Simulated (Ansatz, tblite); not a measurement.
Cost and result up the ladder for Ge(CN)2H2 (C2H2GeN2) (7 atoms). Charge 0, multiplicity 1. Geometry: r2SCAN-D4/def2-SVP.

Cartesian coordinates in Å:
```
Ge -0.529 -0.309 0.017
C -0.223 1.404 -0.783
N -0.075 2.443 -1.286
C 1.149 -0.864 0.757
N 2.154 -1.228 1.217
H -0.938 -1.293 -1.069
H -1.538 -0.153 1.146
```

Ansatz on 2 threads of Arm Neoverse V2 on a shared host; xTB runs through tblite on one thread. Times are rough, summed over both states, and most runs start from the orbitals of an earlier one. PBE-QIDH/def2-TZVP serves as the yardstick here, not as an exact answer. The other state is a doublet.

The xTB rows come from tblite. Correlated methods freeze 13 core orbitals; core or outer-core shells of Ge are correlated, in sets that lack core-valence functions. HOMO above LUMO, or a gap near zero within one spin, warns that the state may not be the lowest or that an electron is smeared out.

Run but left out: LDA (SPW92)/def2-TZVP (charge +1 doublet: an occupied level 0.01 eV above an empty one).

Correlated methods converge slowly with the basis.

Raw xTB energies of ions are shifted by several eV.

```tsv
level	functions	wall time
GFN2-xTB	27	0.006 s
GFN1-xTB	29	0.008 s
PBE-D4/def2-TZVP (with forces)	184	13 s
PBE0-D4/def2-TZVP (with forces)	184	17 s
CAM-B3LYP-D4/def2-TZVP	184	19 s
PBE-QIDH/def2-TZVP	184	19 s
r2SCAN-D4/def2-TZVP	184	23 s
B97M-V/def2-TZVP	184	43 s
```

Estimate what each level gives for the vertical IE (eV).


```
                          level  vertical IE (eV)  difference from PBE-QIDH/def2-TZVP (eV)                                     remarks
                       GFN2-xTB             15.33                                     2.26                                           –
                       GFN1-xTB             16.14                                     3.07                                           –
 PBE-D4/def2-TZVP (with forces)             11.73                                    -1.34  gap within one spin near zero (+1 doublet)
PBE0-D4/def2-TZVP (with forces)             12.20                                    -0.87                                           –
         CAM-B3LYP-D4/def2-TZVP             12.57                                    -0.50                                           –
             PBE-QIDH/def2-TZVP             13.07                                     0.00                                           –
            r2SCAN-D4/def2-TZVP             11.90                                    -1.17                                           –
               B97M-V/def2-TZVP             11.86                                    -1.21                                           –
```
